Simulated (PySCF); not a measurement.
# Electric field gradients and quadrupole coupling constants

C3H7NSSi2.
Cartesian coordinates in Å at the GFN2-xTB level; atoms count from 1:
```xyz
14
C3H7NSSi2 angstrom
N     -4.834    0.057    0.603
C     -3.688    0.026    0.549
C     -2.283   -0.010    0.471
C     -1.612    0.376   -0.617
Si     0.258    0.343   -0.774
S      0.984   -0.419    1.100
Si     3.113   -0.459    0.840
H     -1.768   -0.375    1.351
H     -2.174    0.735   -1.470
H      0.784    1.690   -0.976
H      0.670   -0.555   -1.850
H      3.556    0.897    0.547
H      3.581   -0.955    2.121
H      3.411   -1.352   -0.273
```

Field gradients from the PBE0/pcSseg-1 density (PySCF, non-relativistic), principal values in atomic units, ordered |Vxx| ≤ |Vyy| ≤ |Vzz|:

```json
{"atom": "N1", "Vxx": "0.4717", "Vyy": "0.5118", "Vzz": "-0.9835"}
{"atom": "S6", "Vxx": "0.3064", "Vyy": "1.4033", "Vzz": "-1.7096"}
```

Question: Find the asymmetry η = (Vxx − Vyy)/Vzz and the couplings χ = eQV/h (234.96 MHz × Q in barn × V in au), with Q(14N) = 0.02044 b, Q(33S) = −0.0678 b.

Answer: 
```tsv
atom	environment	nucleus	η	χzz (MHz)	χxx (MHz)	χyy (MHz)
N1	nitrile nitrogen	14N	0.04	-4.723	2.265	2.458
S6	sulfur bonded to 2 Si	33S	0.64	27.24	-4.88	-22.35
```

The gradient is axial or nearly so (η below 0.05) at N1. 

Question: What is Vzz at S6 in SI units (1 au = 9.71736 × 10²¹ V/m²)?

Answer: -1.7096 au = -16.613 × 10²¹ V/m².

Question: And the gradient at the other heavy atoms, for which no coupling is worked out here?

Answer: 
```tsv
atom	environment	Vzz (au)	η
C2	nitrile carbon	-0.391	0.06
C3	alkene CH carbon	-0.277	0.86
C4	alkene CH carbon	0.389	0.15
Si5	SiH2 silicon	0.559	0.36
Si7	SiH3 silicon	0.677	0.10
```

Were the hydrogens deuterons (Q(2H) = 0.00286 b), χzz would run from 109 kHz (H11 and H10) to 215 kHz (H9).

Isolated species at its GFN2-xTB geometry (one conformer only). GFN2-xTB bond lengths can be off by several hundredths of an ångström, more for odd bonds, and the gradients follow them. With a basis this small, the couplings can be 20 % off.

The run behind these numbers computed NMR shieldings as well. Time: 56 s of wall time (grids of density and orbitals included); peak memory 0.79 GiB. Hardware: one thread, Arm Neoverse N1 (aarch64), on a shared host.
